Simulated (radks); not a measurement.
Spherical jellium clusters: N electrons in a uniform positive sphere of charge N and radius rs N^(1/3), rs = 5.36 bohr. Calculated with a radial shooting solver with Libxc functionals: non-relativistic Kohn-Sham, LDA (Slater exchange, Perdew-Wang correlation), spin-polarised, spherical densities. Levels are named by radial order and angular momentum (1s, 1p, 1d, 2s, ...), and open shells are averaged over m.

N = 10, configuration 1s2 1p6 1d(up 2, down 0). This is the lowest configuration that the search found. Occupied and some empty levels:

level    occupation  eigenvalue (eV)  <r> (bohr)
1s up             1          -3.4698       7.612
1s down           1          -3.3333       7.433
1p up             3          -2.8628       8.855
1p down           3          -2.6957       8.816
1d up             2          -2.0685       9.886
1d down           0          -1.8946       9.938
2s up             0          -1.5996       8.731
2s down           0          -1.5194       8.855
1f up             0          -1.1551       10.96
1f down           0         -0.99195       11.12
2p up             0         -0.75905       11.58
2p down           0         -0.67957       11.82

Energy (eV): total -17.2417, kinetic 10.571, external -280.44, Hartree 139.46, exchange-correlation -28.210, background 141.39.

Electron density:

r (bohr)  n(r) (e/bohr^3)
1.29            0.0008783
2.67             0.001140
4.05             0.001503
5.44             0.001840
6.82             0.001980
8.21             0.001781
9.59             0.001269
11.0            0.0006893
12.3            0.0002904
13.7            0.0001023
15.1           0.00003266
16.5            9.777e-06
17.9            2.796e-06
